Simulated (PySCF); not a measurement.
# Ne⁺: ionisation energy

Ne⁺ [He] 2s2 2p5 (2P) → Ne²⁺ [He] 2s2 2p4 (3P), as a difference of total energies. All numbers are calculated (PySCF 2.14, the spin-free X2C one-electron Hamiltonian (Gaussian nucleus), in x2c-SVPall (3s2p1d, 14 functions)). Correlated levels: valence: 1s2 frozen. The calculations carry no spin-orbit coupling.

```tsv
method	ionisation energy (eV)
UHF	39.526
r2SCAN	41.353
B3LYP	41.510
MP2 (valence)	40.640
SCS-MP2 (valence)	40.586
CCSD (valence)	40.582
CCSD(T) (valence)	40.593
```

**Question.** How much does correlation contribute at CCSD(T) (valence)?

**Answer.** 40.593 − (39.526) = 1.067 eV, measured against UHF.

Errors of the correlated levels include the incompleteness of this basis and the frozen core.

For comparison: 40.963 eV (measured; NIST Atomic Spectra Database, ionization energies).
